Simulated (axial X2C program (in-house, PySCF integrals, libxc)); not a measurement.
# FeH⁺: from Re and ωe to a spectrum

A bond curve at the PBE0 level, 2c, was computed with an in-house all-electron X2C program for linear molecules (integrals from PySCF) (basis Fe dyall-cv3z [9s10p6d3f2g], H dyall-v3z [6s2p1d] (cores contracted in-house)) for the state Ω = 3 (⟨Sz⟩ = 2.00, ⟨Lz⟩ = 1.00 at PBE0). Its fit gives Re = 1.5503 Å, ωe = 1880.1 cm⁻¹, ωexe = 30.1 cm⁻¹ and αe = 1.808e-01 cm⁻¹; the masses are 55.9349 and 1.0078 u. Two-component means X2C with spin–orbit coupling and atomic mean-field Coulomb and Gaunt terms.

Q: Find the reduced mass, Be and the force constant.

A: From the PBE0 values: μ = 0.9900 u. Be = 16.8576/(μ Re²) = 7.085 cm⁻¹. k = 5.8918×10⁻⁷ μ ωe² = 2.06 mdyn/Å.

Q: Estimate the centrifugal constant by the Kratzer relation.

A: D = 4Be³/ωe² = 4.02e-04 cm⁻¹.

Q: Where do the fundamental and the first overtone lie?

A: ν(1←0) = ωe − 2ωexe = 1819.9 cm⁻¹; ν(2←0) = 2ωe − 6ωexe = 3579.6 cm⁻¹.

Q: Scale the constants to the deuteride (D 2.0141 u) within the Born–Oppenheimer picture.

A: ρ = √(μH/μD) = 0.7136; ωe = 1341.6, ωexe = 15.3, Be = 3.608 cm⁻¹; the zero-point energy falls by 266 cm⁻¹.

Q: A Morse curve ties αe to the other constants (Pekeris). How well does that hold?

A: αe(Morse) = 6Be²/ωe × (√(ωexe/Be) − 1) = 1.700e-01 cm⁻¹; the PBE0 curve gives 1.808e-01 cm⁻¹, a ratio of 0.94.

Occupations by symmetry block were frozen at the best pattern of an incomplete PBE0 search. Density functionals use the spin component along the axis (collinear). PBE0 can misorder states that lie within some tenths of an eV, so this need not be the ground state of the molecule. The nearest other 2c determinant of the search, Ω = 4, lies 0.04 eV up at the distance of the search. Without a current term, density functionals place determinants with orbital angular momentum somewhat too high. With several unpaired electrons one determinant need not be a pure state. Open-shell Ω = 0 determinants with evenly filled partner blocks cannot be reached by this program, so the Ω shown need not be the lowest component.
